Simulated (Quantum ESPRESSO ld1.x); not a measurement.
Numerical settings for neutral thulium, [Xe] 4f13 6s2. All-electron calculation, Dirac Kohn-Sham, LDA (Slater exchange, Perdew-Zunger correlation), spin-unpolarised, spherical densities, point nucleus; open shells fill j = l - 1/2 first. Program: ld1.x of Quantum ESPRESSO 7.5. With the defaults (dx = 0.008, xmin = -8.0, rmax = 100, beta = 0.2, tr2 = 1e-14) the mesh has 2105 points, the cycle takes 27 iterations, E = -13573.720132 hartree and the 4f7/2 eigenvalue is -0.1014 hartree. The mesh is r = exp(xmin + i dx)/Z up to rmax; beta is the mixing and tr2 the threshold. One setting is changed at a time.

[
 {"change": "dx = 0.04", "mesh points": "421", "iterations": "31", "change of E (mhartree)": "-0.196", "change of e(4f7/2) (mhartree)": "0.0"},
 {"change": "dx = 0.005", "mesh points": "3369", "iterations": "27", "change of E (mhartree)": "0.000", "change of e(4f7/2) (mhartree)": "0.0"},
 {"change": "xmin = -5", "mesh points": "1731", "iterations": "45", "change of E (mhartree)": "-24.338", "change of e(4f7/2) (mhartree)": "0.0"},
 {"change": "xmin = -9", "mesh points": "2231", "iterations": "29", "change of E (mhartree)": "+0.005", "change of e(4f7/2) (mhartree)": "0.0"},
 {"change": "rmax = 8", "mesh points": "1791", "iterations": "31", "change of E (mhartree)": "-4.532", "change of e(4f7/2) (mhartree)": "+1.9"},
 {"change": "rmax = 30", "mesh points": "1955", "iterations": "32", "change of E (mhartree)": "-0.003", "change of e(4f7/2) (mhartree)": "0.0"},
 {"change": "beta = 0.5", "mesh points": "2105", "iterations": "17", "change of E (mhartree)": "-0.004", "change of e(4f7/2) (mhartree)": "0.0"},
 {"change": "beta = 1", "mesh points": "2105", "iterations": "49", "change of E (mhartree)": "-0.003", "change of e(4f7/2) (mhartree)": "0.0"},
 {"change": "tr2 = 1e-10", "mesh points": "2105", "iterations": "22", "change of E (mhartree)": "-0.067", "change of e(4f7/2) (mhartree)": "0.0"},
 {"change": "tr2 = 0.0001", "mesh points": "2105", "iterations": "14", "change of E (mhartree)": "+162.153", "change of e(4f7/2) (mhartree)": "+1.9"}
]
